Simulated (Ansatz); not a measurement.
Ansatz (a program for electronic structure) input (CCSD(T)/aug-cc-pV(D+d)Z):
A basis named .json is the Basis Set Exchange file of that set.

Ansatz 0.2 input:
```yaml
crystal:
  periodic: [false, false, false]
  atoms:
    - {symbol: Si, position_ang: [0.02908999, -0.00402637, 0.02666276]}
    - {symbol: C, position_ang: [1.85021283, 0.22848688, -0.19680745]}
    - {symbol: C, position_ang: [-0.56464748, -1.31075144, -1.17542634]}
    - {symbol: C, position_ang: [-0.90187632, 1.59665277, -0.21335869]}
    - {symbol: O, position_ang: [-0.29901045, -0.43931968, 1.59900165]}
    - {symbol: H, position_ang: [2.40491240, -0.16701151, -1.04164945]}
    - {symbol: H, position_ang: [2.45547030, 0.80105682, 0.49948737]}
    - {symbol: H, position_ang: [-0.37314561, -1.00589661, -2.20752655]}
    - {symbol: H, position_ang: [-1.63847704, -1.47780889, -1.06824625]}
    - {symbol: H, position_ang: [-0.05850485, -2.26542921, -1.01362187]}
    - {symbol: H, position_ang: [-1.96709807, 1.44884985, -0.02054212]}
    - {symbol: H, position_ang: [-0.78875175, 1.96978868, -1.23323329]}
    - {symbol: H, position_ang: [-0.53833343, 2.36480995, 0.47154875]}
    - {symbol: H, position_ang: [0.18661780, -1.18376195, 1.96204652]}
basis:
  gaussian:
    orbitals: aug-cc-pV_D+d_Z.json
magnetization: {spin_polarized: true, initial_magnetization: 1}
correlation: {method: ccsd_t, electrons: outside_noble_gas}
output: {forces: true}
```

Output:

```
Functional definition: HF
integrals: 1.79 GiB planned
2034 factors; integrals over basis functions are off by at most 1.0e-3 eV
1.19 GiB of device memory are held for the factors and their scratch space
mean field: 1.26 GiB planned
mean field evaluation 1: about -13129.5259 eV, gradient 3.4e1 eV
mean field evaluation 2: about -13129.5268 eV, gradient 3.4e1 eV
mean field evaluation 4: about -13135.1037 eV, gradient 3.6e0 eV
mean field evaluation 8: about -13135.1996 eV, gradient 1.6e-1 eV
mean field evaluation 16: about -13135.1850 eV, gradient 1.2e0 eV
mean field -13135.20019367 eV, -482.7097037591 hartree, gradient 1.9e-6 eV, S^2 0.760232; 0 other end points of the search recorded, 0 dependent functions left out
9 core orbitals not correlated
reference -13135.20019367 eV, -482.7097037591 hartree; 16, 15 occupied and 180, 181 virtual orbitals, 2034 factors
densities: 14.65 GiB planned
second order -19.85977906 eV of doubles, -0.00000000 eV of singles
coupled cluster: 10.87 GiB planned
cycle   1  -20.95852338 eV  change    -1.1e0 eV  update   9.9e-2
cycle   2  -21.46232557 eV  change   -5.0e-1 eV  update   2.9e-2
cycle   3  -21.58444403 eV  change   -1.2e-1 eV  update   1.5e-2
cycle   4  -21.58612884 eV  change   -1.7e-3 eV  update   4.4e-3
cycle   5  -21.58451361 eV  change    1.6e-3 eV  update   2.2e-3
cycle   6  -21.58477396 eV  change   -2.6e-4 eV  update   8.9e-4
cycle   7  -21.58486305 eV  change   -8.9e-5 eV  update   4.1e-4
cycle   8  -21.58490925 eV  change   -4.6e-5 eV  update   1.7e-4
cycle   9  -21.58493315 eV  change   -2.4e-5 eV  update   8.3e-5
cycle  10  -21.58490107 eV  change    3.2e-5 eV  update   4.1e-5
cycle  11  -21.58489349 eV  change    7.6e-6 eV  update   2.1e-5
cycle  12  -21.58490491 eV  change   -1.1e-5 eV  update   1.1e-5
cycle  13  -21.58490980 eV  change   -4.9e-6 eV  update   5.5e-6
cycle  14  -21.58491316 eV  change   -3.4e-6 eV  update   2.9e-6
perturbative correction -0.66430779 eV, -0.0244128609 hartree
the calculation of the forces begins
1.19 GiB of device memory are held for the factors and their scratch space
Total energy: -13157.44941463 eV, -483.5273475480 hartree
Atom 0 at     0.029090    -0.004026     0.026663 Å, force    -0.005013     0.095503    -0.544297 eV/Å
Atom 1 at     1.850213     0.228487    -0.196807 Å, force    -0.160303    -0.037519     0.020770 eV/Å
Atom 2 at    -0.564647    -1.310751    -1.175426 Å, force     0.104131     0.214727     0.175607 eV/Å
Atom 3 at    -0.901876     1.596653    -0.213359 Å, force     0.132346    -0.277827     0.070223 eV/Å
Atom 4 at    -0.299010    -0.439320     1.599002 Å, force    -0.308659    -0.009403     0.725639 eV/Å
Atom 5 at     2.404912    -0.167012    -1.041649 Å, force     0.271785    -0.201568    -0.425330 eV/Å
Atom 6 at     2.455470     0.801057     0.499487 Å, force     0.291111     0.284508     0.340736 eV/Å
Atom 7 at    -0.373146    -1.005897    -2.207527 Å, force     0.082904     0.132969    -0.472879 eV/Å
Atom 8 at    -1.638477    -1.477809    -1.068246 Å, force    -0.488703    -0.077429     0.049502 eV/Å
Atom 9 at    -0.058505    -2.265429    -1.013622 Å, force     0.233520    -0.429691     0.075773 eV/Å
Atom 10 at    -1.967098     1.448850    -0.020542 Å, force    -0.483647    -0.056239     0.084869 eV/Å
Atom 11 at    -0.788752     1.969789    -1.233233 Å, force     0.052832     0.172490    -0.468761 eV/Å
Atom 12 at    -0.538333     2.364810     0.471549 Å, force     0.165796     0.354913     0.310278 eV/Å
Atom 13 at     0.186618    -1.183762     1.962047 Å, force     0.111898    -0.165433     0.057869 eV/Å
Dipole moment:     0.183672    -0.142211    -0.129227 e Å
```

It need not be the lowest isomer of its formula.
